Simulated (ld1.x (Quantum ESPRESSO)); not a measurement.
**u(r) = r·R(r): atom against pseudo-atom (Mn)**

Columns: radius, all-electron u(r) and pseudo u(r) of the 3d shell (level -7.01 eV) of manganese in the configuration [Ne] 3s2 3p6 3d5 4s2 4p0; LDA (PZ), scalar-relativistic, TM scheme, ld1.x (Quantum ESPRESSO) 7.5.

| r (bohr) | all-electron | pseudo |
| --- | --- | --- |
| 0.108 | 0.0701 | 0.0090 |
| 0.215 | 0.2770 | 0.0665 |
| 0.322 | 0.5055 | 0.1984 |
| 0.430 | 0.6888 | 0.3982 |
| 0.538 | 0.8078 | 0.6239 |
| 0.645 | 0.8688 | 0.8202 |
| 0.752 | 0.8869 | 0.9489 |
| 0.860 | 0.8756 | 0.9967 |
| 0.968 | 0.8458 | 0.9750 |
| 1.075 | 0.8056 | 0.9110 |
| 1.182 | 0.7600 | 0.8305 |
| 1.290 | 0.7118 | 0.7503 |
| 1.398 | 0.6637 | 0.6803 |
| 1.505 | 0.6172 | 0.6223 |
| 1.612 | 0.5727 | 0.5736 |
| 1.720 | 0.5302 | 0.5303 |
| 1.828 | 0.4905 | 0.4905 |
| 1.935 | 0.4537 | 0.4537 |
| 2.042 | 0.4195 | 0.4195 |
| 2.150 | 0.3875 | 0.3875 |
| 2.258 | 0.3579 | 0.3579 |
| 2.365 | 0.3308 | 0.3308 |
| 2.472 | 0.3058 | 0.3058 |
| 2.580 | 0.2824 | 0.2824 |
| 2.688 | 0.2609 | 0.2609 |
| 2.795 | 0.2412 | 0.2412 |

Q: How many radial nodes do the two functions have?

A: The all-electron 3d function has n − l − 1 = 0; the pseudo-wave has 0.

Q: At about which radius was the pseudo-wave matched?

A: 1.85 bohr. The columns agree to 0.0005 from 1.72 bohr on; several derivatives are matched, so the curves merge somewhat inside the radius.

Q: Is the pseudo-wave norm-conserving?

A: Yes: the TM scheme keeps the norm inside the radius equal to the all-electron one, which fixes the energy derivative of the logarithmic derivative at the level.
